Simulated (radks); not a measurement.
The lithium anion Li-, [He] 2s2, held by a Watson sphere: a shell of charge +1 at radius R that stands for the Madelung well of a crystal (potential energy -1/R inside, -1/r outside, in hartree with lengths in bohr). Method: non-relativistic Kohn-Sham, LDA (Slater exchange, Perdew-Wang correlation), spin-unpolarised, spherical densities, point nucleus; computed with a radial shooting solver on a logarithmic mesh with Libxc functionals. Response by self-consistent Sternheimer equations with the Hartree and adiabatic LDA kernel. The sphere does not respond.

R (bohr)  e(1s) (eV)  e(2s) (eV)  <r> 2s (bohr)  sum of <r^2> (bohr^2)  X-ray form factor at sin(theta)/lambda = 0.2 1/angstrom  alpha (bohr^3)
1.68         -54.592      -4.700          3.134                  24.27                                                    1.775           80.46
1.83         -53.620      -4.648          3.175                  24.84                                                    1.764           83.11
1.96         -52.940      -4.598          3.214                  25.38                                                    1.755           85.79
2.07         -52.460      -4.553          3.249                  25.88                                                    1.747           88.31
3.11         -50.287      -4.043          3.624                  31.69                                                    1.703           123.3
3.7          -49.881      -3.740          3.842                  35.48                                                    1.699           150.9
3.75         -49.858      -3.715          3.860                  35.80                                                    1.699           153.5
3.81         -49.831      -3.686          3.881                  36.20                                                    1.699           156.6
